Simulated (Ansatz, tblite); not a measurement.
Cost and result up the ladder for Ge21H28, a nanocrystal cut from hexagonal germanium (49 atoms). Total charge 0; singlet. Geometry: r2SCAN-D4/def2-SVP.

```xyz
49

Ge    3.202   -3.213   -1.613
Ge    2.424   -1.018   -2.332
Ge   -2.067   -1.908   -3.001
Ge   -2.822    0.281   -3.763
Ge   -0.345   -3.955   -0.022
Ge    2.044   -3.895    0.411
Ge   -1.129   -1.762   -0.762
Ge    0.729   -0.178   -0.804
Ge   -2.421    1.937   -2.030
Ge   -0.038    2.031   -1.545
Ge    2.460   -2.253    2.152
Ge    1.704   -0.043    1.431
Ge    3.574    1.511    1.360
Ge    0.444    3.674    0.185
Ge    2.837    3.710    0.611
Ge   -2.820   -0.895    0.765
Ge   -3.581    1.310    0.016
Ge   -1.849   -0.763    2.990
Ge   -0.001    0.816    2.945
Ge   -3.145    2.979    1.730
Ge   -0.759    3.022    2.198
H     2.948   -4.247   -2.727
H     4.720   -3.168   -1.349
H     1.833   -1.103   -3.753
H     3.604   -0.026   -2.378
H    -1.001   -2.464   -3.965
H    -3.250   -2.898   -2.992
H    -2.067    0.680   -5.046
H    -4.326    0.226   -4.096
H    -0.660   -4.998   -1.115
H    -1.100   -4.376    1.255
H     2.540   -5.287    0.862
H    -2.909    3.331   -2.486
H     0.736    2.399   -2.834
H     3.968   -2.189    2.472
H     1.725   -2.659    3.445
H     4.655    0.963    0.406
H     4.202    1.616    2.764
H    -0.047    5.066   -0.275
H     3.586    4.105   -0.677
H     3.161    4.763    1.689
H    -4.027   -1.861    0.780
H    -5.099    1.234   -0.264
H    -1.321   -2.155    3.399
H    -2.910   -0.336    4.025
H     0.604    0.949    4.362
H    -3.611    4.366    1.243
H    -3.930    2.637    3.014
H    -0.466    4.046    3.318
```

Ansatz on 11 threads of AMD EPYC 7R13 on a shared host and a whole NVIDIA H100 80GB HBM3; xTB runs through tblite on one thread. Times are rough, summed over both states, and most runs start from the orbitals of an earlier one. PBE0-D4/def2-TZVP serves as the yardstick here, not as an exact answer. The other state is a triplet.

The xTB rows come from tblite. Single mean-field runs in def2-TZVP are fitted with def2-universal-jkfit.

xTB has no spin-polarisation term.

```tsv
level	functions	wall time	vertical triplet (eV)	difference from PBE0-D4/def2-TZVP (eV)
GFN1-xTB	245	1.1 s	2.75	-1.50
GFN2-xTB	217	1.4 s	3.68	-0.57
PBE-D4/def2-TZVP	1176	30 s	3.64	-0.61
PBE0-D4/def2-TZVP (with forces)	1176	87 s	4.25	0.00
```
